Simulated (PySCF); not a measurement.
Isomers of C3H9NOSi, mass 103.045 u with the commonest isotopes. Method used: CAM-B3LYP/def2-SVPD in PySCF (dipole) on a GFN2-xTB geometry, gas phase. One conformer each, none proved a minimum here; rigid rotors.

Question: Order these by rotational constant A, largest first.
A. `[CH3:1]/[N:2]=[CH:3]/[CH2:4][O:5][SiH3:6]` with N2–C3–C4–O5 -149°, C3–C4–O5–Si6 173°
B. `[CH3:1][N:2]([CH3:3])[SiH2:4][CH:5]=[O:6]` with C1–N2–Si4–C5 -42°, N2–Si4–C5–O6 146°
C. `[CH3:1][C:2](=[O:3])[N:4]([CH3:5])[SiH3:6]` with C1–C2–N4–C5 0°

Answer: A (17756 MHz), B (5989 MHz), C (4199 MHz).

Question: Order these by out-of-plane moment Σ m c² = (Ia + Ib − Ic)/2, smallest first.
A. `[CH3:1]/[N:2]=[CH:3]/[CH2:4][O:5][SiH3:6]` with N2–C3–C4–O5 -149°, C3–C4–O5–Si6 173°
B. `[CH3:1][C:2](=[O:3])[N:4]([CH3:5])[SiH3:6]` with C1–C2–N4–C5 0°
C. `[CH3:1][N:2]([CH3:3])[SiH2:4][CH:5]=[O:6]` with C1–N2–Si4–C5 -42°, N2–Si4–C5–O6 146°

Answer: B (6.27 u·Å²), A (9.66 u·Å²), C (11.83 u·Å²).

Question: Order these by rotational constant C, smallest first.
A. `[CH3:1]/[N:2]=[CH:3]/[CH2:4][O:5][SiH3:6]` with N2–C3–C4–O5 -149°, C3–C4–O5–Si6 173°
B. `[CH3:1][C:2](=[O:3])[N:4]([CH3:5])[SiH3:6]` with C1–C2–N4–C5 0°
C. `[CH3:1][N:2]([CH3:3])[SiH2:4][CH:5]=[O:6]` with C1–N2–Si4–C5 -42°, N2–Si4–C5–O6 146°

Answer: A (904.9 MHz), C (1344 MHz), B (1668 MHz).

```json
{"SMILES": "C/N=C/CO[SiH3]", "point group": "C1", "Ia (u·Å²)": "28.46", "Ib (u·Å²)": "549.34", "Ic (u·Å²)": "558.49", "κ": "-1.00", "μa (D)": "0.03", "μb (D)": "0.25", "μc (D)": "0.65"}
{"SMILES": "CN(C)[SiH2]C=O", "point group": "C1", "Ia (u·Å²)": "84.39", "Ib (u·Å²)": "315.43", "Ic (u·Å²)": "376.16", "κ": "-0.89", "μa (D)": "3.30", "μb (D)": "0.24", "μc (D)": "0.56"}
{"SMILES": "CC(=O)N(C)[SiH3]", "point group": "Cs", "Ia (u·Å²)": "120.36", "Ib (u·Å²)": "195.09", "Ic (u·Å²)": "302.90", "κ": "-0.27", "μa (D)": "1.60", "μb (D)": "3.26", "μc (D)": "0.00"}
```
